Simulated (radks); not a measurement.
Values are calculated unless marked as measured or tabulated.
Spherical quantum dot in the effective-mass picture: electrons in a well V = -V0 / (1 + exp((r - R)/a)) with V0 = 18.9, R = 2.04, a = 0.2, with a point charge +2 (a donor) at the centre, all in effective atomic units (hartree* = m*/eps^2 hartree, bohr* = eps/m* bohr), one dielectric constant everywhere. Level of theory: non-relativistic Kohn-Sham, LDA (Slater exchange, Perdew-Wang correlation), spin-polarised, spherical densities (a radial shooting solver with Libxc functionals). Levels are named by radial order and angular momentum (1s, 1p, 1d, 2s, ...), and open shells are averaged over m.

N = 5, configuration 1s2 1p(up 3, down 0). This is the lowest configuration that the search found. Occupied and some empty levels:

level,occupation,eigenvalue (hartree*),<r> (bohr*)
1s up,1,-16.554,0.7732
1s down,1,-16.371,0.7583
1p up,3,-14.572,1.146
1p down,0,-14.334,1.147
2s up,0,-13.294,1.067
2s down,0,-13.130,1.080
1d up,0,-12.833,1.302
1d down,0,-12.602,1.307
1f up,0,-10.895,1.412
1f down,0,-10.680,1.419

Energy (hartree*): total -86.9007, kinetic 10.301, external -105.33, Hartree 11.242, exchange-correlation -3.1100.
